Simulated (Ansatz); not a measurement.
Geometry optimisation, RKS r2SCAN-D4/STO-3G in Ansatz.

input.yaml

```yaml
crystal:
  periodic: [false, false, false]
  atoms:
    - { symbol: B, position_ang: [0.0, 0.0, 0.0] }
    - { symbol: Cl, position_ang: [0.0, 0.0, 1.86] }
    - { symbol: C, position_ang: [1.3856, 0.0, -0.8] }
    - { symbol: H, position_ang: [1.7152, -1.0462, -0.9702] }
    - { symbol: H, position_ang: [1.2491, 0.508, -1.7774] }
    - { symbol: H, position_ang: [2.1552, 0.5381, -0.2082] }
    - { symbol: C, position_ang: [-1.3856, 0.0, -0.8] }
    - { symbol: H, position_ang: [-1.9458, -0.9305, -0.5708] }
    - { symbol: H, position_ang: [-1.9898, 0.8797, -0.4946] }
    - { symbol: H, position_ang: [-1.1839, 0.0508, -1.8903] }
basis:
  gaussian: { orbitals: STO-3G }
hamiltonian:
  xc: r2scan
  dispersion: d4
relax:
  f_tol: 0.02
  max_steps: 40
```

Command:

```bash
$ ansatz run input.yaml --threads 1 --pin off --max-ram 2048MiB --backend cpu --events-out ev --progress --plain --runs-dir out
```

**Question.** Where does it end, and by what steps?

**Answer.** The run converged. The force dipped under the threshold on the way, but the program's further checks kept it going. Limits of this set-up: minimal basis. After 24 steps the energy has fallen by 0.162 eV; H10 moved furthest, 0.54 Å.

```tsv
step	energy less start (eV)	largest force component (eV/Å)	accepted
0	0.0000	1.625	yes
1	-0.1315	0.508	yes
2	-0.1523	0.176	yes
3	-0.1535	0.048	yes
4	-0.1558	0.036	yes
5	-0.1303	0.752	no
6	-0.1573	0.021	yes
7	-0.1570	0.200	no
8	-0.1581	0.060	yes
9	-0.1581	0.143	yes
10	-0.1583	0.124	yes
11	-0.1600	0.017	yes
12	-0.1602	0.012	yes
13	-0.1595	0.194	no
14	-0.1606	0.039	yes
15	-0.1607	0.070	yes
16	-0.1609	0.040	yes
17	-0.1603	0.154	no
18	-0.1611	0.030	yes
19	-0.1614	0.043	yes
20	-0.1615	0.042	yes
21	-0.1617	0.044	yes
22	-0.1619	0.033	yes
23	-0.1616	0.084	no
24	-0.1619	0.020	yes
```

```xyz
10
Properties=species:S:1:pos:R:3
B 0.003 -0.060 -0.031
Cl 0.008 -0.261 1.754
C 1.379 0.107 -0.768
H 1.685 -0.879 -1.159
H 1.290 0.771 -1.639
H 2.188 0.465 -0.120
C -1.379 -0.061 -0.776
H -2.168 -0.601 -0.238
H -1.717 0.984 -0.882
H -1.290 -0.466 -1.793
```

Run time: 66 s on 1 thread of Arm Neoverse V1 (shared host), peak memory 0.13 GiB.
